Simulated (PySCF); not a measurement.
Compound: RuO4(NH3) (singlet state).
SMILES: `[NH3]->[Ru](=[O])(=[O])(=[O])=[O]`

The closed-shell ground state was solved at several levels (PySCF, density fitting, gas phase). Isolated species at its PBE0-D3(BJ)/def2-SVP geometry, gas phase. Atoms past krypton carry effective core potentials; spin–orbit coupling is left out.

```csv
level,basis functions,HOMO (eV),LUMO (eV),gap (eV),dipole (D)
CAM-B3LYP/def2-SVPD,170,-10.13,-3.58,6.55,3.88
PBE0/pcSseg-1 (def2-TZVP on Ru),140,-8.70,-4.42,4.28,4.05
```

**Question.** Estimate the row for wB97X-D/pcSseg-1 (def2-TZVP on Ru), a basis of 140 functions; the other rows only guide the guess.

**Answer.** HOMO -10.60 eV, LUMO -2.78 eV, gap 7.82 eV, dipole 4.01 D.

**Question.** Over all these levels, which gives the widest orbital gap and which the narrowest?

**Answer.** wB97X-D/pcSseg-1 (def2-TZVP on Ru) (range-separated hybrid) has the widest, 7.82 eV, and PBE0/pcSseg-1 (def2-TZVP on Ru) (global hybrid, 25 % exact exchange) the narrowest, 4.28 eV. The two share the basis. From the narrowest to the widest the HOMO moves by -1.90 eV and the LUMO by +1.64 eV.

**Question.** How far do the dipole and the HOMO energy spread over the levels?

**Answer.** The dipole runs from 3.88 to 4.05 D (mean 3.98 D) and the HOMO from -10.60 to -8.70 eV.
